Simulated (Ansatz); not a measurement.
A short molecular-dynamics run on the cluster Ag₂Se⁺ (the lowest doublet isomer of a short search).

```yaml
crystal:
  periodic: [false, false, false]
  atoms:
    - {symbol: Ag, position_ang: [1.603609, 0.442551, -0.783031]}
    - {symbol: Ag, position_ang: [-1.277925, 0.569992, 1.192714]}
    - {symbol: Se, position_ang: [-0.325684, -1.012543, -0.409684]}
basis:
  gaussian: {orbitals: def2-SVP}
total_charge: 1
magnetization: {spin_polarized: true, initial_magnetization: 1}
hamiltonian: {xc: {name: r2SCAN}, dispersion: d3bjatm}
md: {timestep: 0.5 fs, n_steps: 15, ensemble: nvt_nose_hoover, temperature: 1000, initial_velocities: maxwell_boltzmann, seed: 563}
scf: {omitted_lower_state_checks: [starts]}
```

```sh
$ ansatz run in.yaml --threads 4 --pin off --events-out ev --progress --plain --max-ram 3916MiB
```

| step | time (fs) | potential energy (eV) | kinetic (eV) | T (K) | conserved (eV) |
| --- | --- | --- | --- | --- | --- |
| 0 | 0.0 | -73336.0034 | 0.1293 | 1000 | -73335.8742 |
| 1 | 0.5 | -73336.0034 | 0.1292 | 1000 | -73335.8742 |
| 2 | 1.0 | -73336.0033 | 0.1291 | 999 | -73335.8742 |
| 3 | 1.5 | -73336.0032 | 0.1291 | 998 | -73335.8742 |
| 4 | 2.0 | -73336.0031 | 0.1290 | 998 | -73335.8742 |
| 5 | 2.5 | -73336.0030 | 0.1288 | 997 | -73335.8742 |
| 6 | 3.0 | -73336.0029 | 0.1287 | 996 | -73335.8742 |
| 7 | 3.5 | -73336.0027 | 0.1286 | 995 | -73335.8742 |
| 8 | 4.0 | -73336.0026 | 0.1284 | 994 | -73335.8742 |
| 9 | 4.5 | -73336.0024 | 0.1283 | 992 | -73335.8742 |
| 10 | 5.0 | -73336.0022 | 0.1281 | 991 | -73335.8742 |
| 11 | 5.5 | -73336.0021 | 0.1279 | 990 | -73335.8742 |
| 12 | 6.0 | -73336.0019 | 0.1277 | 988 | -73335.8742 |
| 13 | 6.5 | -73336.0017 | 0.1275 | 986 | -73335.8742 |
| 14 | 7.0 | -73336.0014 | 0.1273 | 985 | -73335.8742 |
| 15 | 7.5 | -73336.0012 | 0.1270 | 983 | -73335.8742 |

Velocities are drawn at the set temperature; a run this short doesn't reach equilibrium.

In the def2 sets Ag takes a core potential; there is no spin–orbit coupling.

Frames (Å, forces in eV/Å):

```xyz
3
time=0.0 fs
Ag    1.604    0.443   -0.783    0.059    0.035   -0.017
Ag   -1.278    0.570    1.193   -0.035    0.039    0.047
Se   -0.326   -1.013   -0.410   -0.024   -0.074   -0.030
3
time=0.5 fs
Ag    1.604    0.442   -0.784    0.066    0.041   -0.018
Ag   -1.279    0.570    1.193   -0.035    0.040    0.048
Se   -0.325   -1.011   -0.409   -0.031   -0.081   -0.029
3
time=1.0 fs
Ag    1.605    0.441   -0.785    0.074    0.047   -0.020
Ag   -1.280    0.569    1.194   -0.035    0.040    0.048
Se   -0.324   -1.010   -0.409   -0.039   -0.088   -0.028
3
time=1.5 fs
Ag    1.605    0.440   -0.786    0.081    0.053   -0.021
Ag   -1.282    0.569    1.195   -0.035    0.041    0.048
Se   -0.323   -1.008   -0.409   -0.047   -0.094   -0.027
3
time=2.0 fs
Ag    1.606    0.440   -0.786    0.089    0.059   -0.022
Ag   -1.283    0.569    1.195   -0.035    0.042    0.048
Se   -0.322   -1.007   -0.409   -0.054   -0.101   -0.026
3
time=2.5 fs
Ag    1.607    0.439   -0.787    0.097    0.065   -0.023
Ag   -1.284    0.568    1.196   -0.035    0.042    0.049
Se   -0.321   -1.006   -0.408   -0.062   -0.107   -0.025
3
time=3.0 fs
Ag    1.607    0.438   -0.788    0.104    0.071   -0.025
Ag   -1.285    0.568    1.197   -0.035    0.043    0.049
Se   -0.320   -1.004   -0.408   -0.070   -0.114   -0.024
3
time=3.5 fs
Ag    1.608    0.437   -0.789    0.112    0.077   -0.026
Ag   -1.287    0.568    1.197   -0.034    0.043    0.049
Se   -0.319   -1.003   -0.408   -0.077   -0.120   -0.023
3
time=4.0 fs
Ag    1.608    0.437   -0.790    0.119    0.083   -0.027
Ag   -1.288    0.568    1.198   -0.034    0.043    0.049
Se   -0.319   -1.001   -0.407   -0.085   -0.126   -0.022
3
time=4.5 fs
Ag    1.609    0.436   -0.791    0.127    0.089   -0.029
Ag   -1.289    0.567    1.198   -0.034    0.044    0.049
Se   -0.318   -1.000   -0.407   -0.093   -0.133   -0.021
3
time=5.0 fs
Ag    1.610    0.435   -0.792    0.135    0.095   -0.030
Ag   -1.291    0.567    1.199   -0.034    0.044    0.049
Se   -0.317   -0.999   -0.407   -0.101   -0.139   -0.019
3
time=5.5 fs
Ag    1.610    0.435   -0.792    0.142    0.101   -0.031
Ag   -1.292    0.567    1.200   -0.034    0.044    0.049
Se   -0.316   -0.997   -0.407   -0.109   -0.145   -0.018
3
time=6.0 fs
Ag    1.611    0.434   -0.793    0.150    0.107   -0.033
Ag   -1.293    0.566    1.200   -0.033    0.045    0.049
Se   -0.315   -0.996   -0.406   -0.116   -0.151   -0.017
3
time=6.5 fs
Ag    1.612    0.433   -0.794    0.157    0.113   -0.034
Ag   -1.294    0.566    1.201   -0.033    0.045    0.049
Se   -0.314   -0.994   -0.406   -0.124   -0.158   -0.015
3
time=7.0 fs
Ag    1.612    0.433   -0.795    0.165    0.118   -0.035
Ag   -1.296    0.566    1.202   -0.033    0.045    0.049
Se   -0.313   -0.993   -0.406   -0.132   -0.164   -0.014
3
time=7.5 fs
Ag    1.613    0.432   -0.796    0.172    0.124   -0.037
Ag   -1.297    0.565    1.202   -0.032    0.045    0.049
Se   -0.313   -0.992   -0.406   -0.140   -0.170   -0.013
```

It took 59 s on 4 threads of Arm Neoverse V2 on a shared host.
